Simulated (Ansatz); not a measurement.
The cluster Al₃P₂⁺, relaxed as a quintet with UKS PBE-D4/def2-SVP in Ansatz, starting from the PBE-D4/def2-SVP geometry of the charge +1 singlet. Force threshold 0.02 eV/Å.

The relaxation made no stability test and no search for a lower SCF solution. At PBE-D4/def2-SVP a singlet of charge 1 lies 1.80 eV below the quintet, each at its own geometry. The structure comes from a short search, and lower isomers may exist.

Start:

Cartesian coordinates in Å:
```
Al 2.136 -0.622 -1.327
Al -0.794 2.250 1.528
Al -0.221 -1.920 -0.653
P -1.097 -0.369 0.969
P -0.025 0.661 -0.517
```

(1) Estimate the energy that the relaxation releases and the steps that it takes.

(2) Does the start keep its bonding?

(3) Predict the relaxed structure.

## Answers

(1) 0.67 eV, in 11 steps; 13 s on 4 threads of Arm Neoverse V1 on a shared host. No frequencies were taken in this run, so the end may be a saddle point.

(2) By distances, no bond broke or formed. The bond that changes most is Al2–P5, from 2.70 to 2.34 Å (atoms count from 1).

(3) 
```tsv
atom	x (Å)	y (Å)	z (Å)
Al1	1.896	-0.628	-1.402
Al2	-1.028	2.015	1.182
Al3	-0.330	-1.822	-0.678
P4	-0.933	-0.379	1.139
P5	0.394	0.814	-0.241
```
Bond lengths (bridged metal pairs left out): 4 × Al–P 2.34 to 2.40 Å; 1 × P–P 2.26 Å; 1 × Al–Al 2.63 Å.
